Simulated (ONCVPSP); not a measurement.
**What one change does to a pseudopotential (Os, ONCV)**

Os (Z = 76), optimised norm-conserving Vanderbilt (ONCV), made with ONCVPSP 4.0.1 (PBE, scalar-relativistic). Core [Kr] 4d10 4f14, reference 5s2 5p6 5d6 6s2. Waves: 5s+6s: rc 1.65 bohr, ncon 4, nbas 9, qcut 6.2 1/bohr, 2 projectors; 5p: rc 1.25 bohr, ncon 4, nbas 7, qcut 5.7 1/bohr, 3 projectors, debl 1.3 Ha; 5d: rc 1.60 bohr, ncon 3, nbas 6, qcut 5.4 1/bohr, 2 projectors, debl 1.4 Ha; f scattering state at 0.29 Ha: rc 1.75 bohr, ncon 4, nbas 9, qcut 6.4 1/bohr, 3 projectors, debl 0.7 Ha. Local part: polynomial inside 0.90 bohr (lpopt 5, dvloc0 0 Ha). Core correction: Teter function, fcfact 5.25, rcfact 1.4.

In the p channel the program set the typed energies aside and used -1.868, 0.250, 1.550 Ha.

Change: s: ncon 5, nbas 10.

Cutoffs: the cutoffs (Ha) at which the residual kinetic energy of the hardest occupied pseudo-wave falls to 1 and 0.1 mHa per electron; they do not see the model core or the augmentation charge, which bear on the density cutoff. Errors are all-electron minus pseudo energies relative to the spin-unpolarised reference configuration.

Question: What does the change do?

Answer: The potential gets neither clearly harder nor softer (86 Ha and 101 Ha → 86 Ha and 101 Ha); both files keep a bound ghost (f, p, s); the errors of the 4 common tests hardly move.

| quantity | base | changed |
| --- | --- | --- |
| cutoff, loose | 86 Ha | 86 Ha |
| cutoff, tight | 101 Ha | 101 Ha |
| loose cutoff by channel | s 16 Ha, p 86 Ha, d 17 Ha | s 18 Ha, p 86 Ha, d 17 Ha |
| bound ghosts | s, p, f | s, p, f |
| GHOST(+) flags under 300 eV | none | none |
| error for 5s2 5p6 5d6 6s1, meV [ΔE 9.58 eV] | -4.9 | -4.8 |
| error for 5s2 5p6 5d6 6s0, meV [ΔE 26.49 eV] | -17 | -16 |
| error for 5s2 5p6 5d5 6s0, meV [ΔE 55.34 eV] | -20 | -19 |
| error for 5s2 5p6 5d7 6s0, meV [ΔE 9.04 eV] | -21 | -20 |
| s: phases at 1.68 bohr within 0.05 rad from the reference energy up to (Ha; the scan ends near 5) | to the end of the scan | to the end of the scan |
| p: phases at 1.27 bohr within 0.05 rad from the reference energy up to (Ha; the scan ends near 5) | to the end of the scan | to the end of the scan |
| d: phases at 1.63 bohr within 0.05 rad from the reference energy up to (Ha; the scan ends near 5) | to the end of the scan | to the end of the scan |
| f: phases at 1.78 bohr within 0.05 rad from the reference energy up to (Ha; the scan ends near 5) | to the end of the scan | to the end of the scan |
| rms error of d²Exc/dni dnj with the model core, mHa | 1.57 | 1.45 |

 A true bound ghost makes a file unfit for plane-wave use even where its test errors are small: the radial tests pick states by their node count and pass the ghost by.
